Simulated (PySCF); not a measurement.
## Excitation energy of N by level of theory

N [He] 2s2 2p3 (4S) → N [He] 2s1 2p4 (4P), as a difference of total energies. Computed with PySCF 2.14 in dyall-acv3z, with scalar relativity by spin-free X2C-1e. Correlated levels: valence and next inner shell: nothing frozen; virtual orbitals above 40 to 60 times the deepest correlated orbital energy dropped. The calculations carry no spin-orbit coupling.

| method | excitation energy (cm⁻¹) | error (cm⁻¹) |
| --- | --- | --- |
| UHF | 87877 | -255 |
| MP2 (valence and next inner shell) | 89260 | +1127 |
| SCS-MP2 (valence and next inner shell) | 89506 | +1373 |
| CCSD (valence and next inner shell) | 87933 | -200 |
| CCSD(T) (valence and next inner shell) | 87407 | -725 |

Reference: 88132 cm⁻¹ (measured; NIST levels, between the centres of gravity of the two terms).

Errors of the correlated levels include the incompleteness of this basis.
